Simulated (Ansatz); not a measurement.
Relaxation of a periodic cell of 33 atoms, H₂₂SO₁₀ (contents 10 H2O + 1 SH2, density as packed 0.76 g/cm³ with natural masses), to a largest force component of 0.3 eV/Å in at most 15 steps.

The calculation used DFT PBE-D3(BJ), scalar-relativistic, plane waves, PAW (Ansatz). Settings: accuracy low, cutoff 420 eV, k mesh 1x1x1, fermi-dirac smearing 0.02 eV, no spin polarisation.

```xyz
33
Lattice="7.7639 0.0000 0.0000 0.0000 7.7639 0.0000 0.0000 0.0000 7.7639" Properties=species:S:1:pos:R:3
O 4.182 0.476 6.768
H 3.661 -0.287 6.477
H 5.045 0.098 6.993
O 6.752 5.530 7.389
H 6.478 6.171 6.717
H 7.344 4.930 6.912
O 7.711 7.326 3.524
H 8.360 6.646 3.757
H 6.899 6.827 3.352
O 7.097 2.997 4.227
H 7.506 3.710 4.738
H 7.760 2.291 4.237
O 1.031 2.712 1.902
H 1.346 3.029 1.043
H 1.389 1.814 1.966
O 5.955 2.992 0.927
H 6.563 2.354 0.525
H 5.204 3.016 0.315
O 3.618 4.343 2.816
H 3.858 4.801 1.998
H 3.159 3.546 2.513
O 2.924 2.310 4.465
H 2.287 2.949 4.817
H 2.622 1.460 4.815
O 1.057 7.401 6.757
H 1.942 7.172 6.437
H 0.844 6.695 7.385
O 4.022 7.442 2.444
H 3.671 7.472 3.346
H 3.572 8.171 1.993
S 4.703 4.815 5.612
H 3.609 4.165 5.193
H 4.068 5.373 6.651
```

Task: Where does it end, and by what steps?

Result: It did not converge within its limit. Limits of this set-up: coarse k mesh, low accuracy level. After 14 steps the energy has fallen by 4.406 eV; H18 moved furthest, 1.55 Å.

```tsv
step	energy less start (eV)	largest force component (eV/Å)	accepted
0	0.0000	0.493	yes
1	-0.5373	1.431	yes
2	-0.9828	2.761	yes
3	-1.3937	2.643	yes
4	-1.8134	1.981	yes
5	-2.2273	1.533	yes
6	-2.5167	1.863	yes
7	-2.8341	1.756	yes
8	-3.1581	0.969	yes
9	-3.4254	0.802	yes
10	-3.6998	0.743	yes
11	-3.9192	0.807	yes
12	-4.0910	0.850	yes
13	-4.2547	0.684	yes
14	-4.4064	0.475	yes
```

```xyz
33
Lattice="7.7639 0.0000 0.0000 0.0000 7.7639 0.0000 0.0000 0.0000 7.7639" Properties=species:S:1:pos:R:3
O 4.145 0.052 6.813
H 4.336 -0.833 6.396
H 5.001 0.338 7.174
O 7.152 6.141 7.530
H 7.003 6.139 6.572
H 6.920 5.209 7.793
O 7.057 7.868 3.148
H 7.577 7.060 2.989
H 6.119 7.641 2.924
O 8.102 2.231 4.763
H 8.044 2.945 4.106
H 7.634 1.479 4.334
O 0.521 2.207 1.552
H 0.977 1.668 0.842
H 0.124 1.480 2.098
O 6.334 3.514 0.223
H 7.032 3.010 0.739
H 6.391 3.148 -0.677
O 2.519 5.063 3.112
H 3.144 5.729 2.743
H 2.619 4.260 2.569
O 3.063 1.374 4.380
H 2.117 1.632 4.526
H 3.373 1.089 5.266
O 1.431 8.044 7.641
H 2.340 7.781 7.396
H 0.873 7.232 7.669
O 4.265 7.395 2.630
H 3.766 8.031 3.221
H 4.053 7.702 1.731
S 4.661 4.885 5.573
H 3.640 4.822 4.645
H 3.905 4.414 6.590
```

Run time: 51 s on 1 thread of Arm Neoverse V1, with other jobs on the host, peak memory 0.43 GiB.
